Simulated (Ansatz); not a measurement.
Basis-set extrapolation for C₃H₈AlF (PBE0-D4/def2-TZVP geometry, frozen core, Ansatz). Multiplicity 1, RHF reference.

|  | def2-TZVPP | def2-QZVPP |
| --- | --- | --- |
| HF | -459.775070 | -459.793089 |
| MP2 correlation | -0.857235 | -0.921132 |
| CCSD(T) correlation | -0.936450 | not run |

Energies in hartree. Use E(X) = E(∞) + A·exp(−7.88·√X) for Hartree–Fock and E(X) = E(∞) + B·X^(−2.97) for correlation, with X = 3 and 4, and add CCSD(T) minus MP2 of the smaller set to the MP2 limit.

Q: What is the CCSD(T) energy at the basis-set limit?

A: HF limit: -459.793089 + (-0.018019) × 0.13774 = -459.79557. MP2 limit: -0.921132 + (-0.063897) × 0.74074 = -0.96846. Higher-order term: -0.936450 − (-0.857235) = -0.07922. Total: -460.84325 hartree, 345.9 kJ/mol below CCSD(T)/def2-TZVPP.
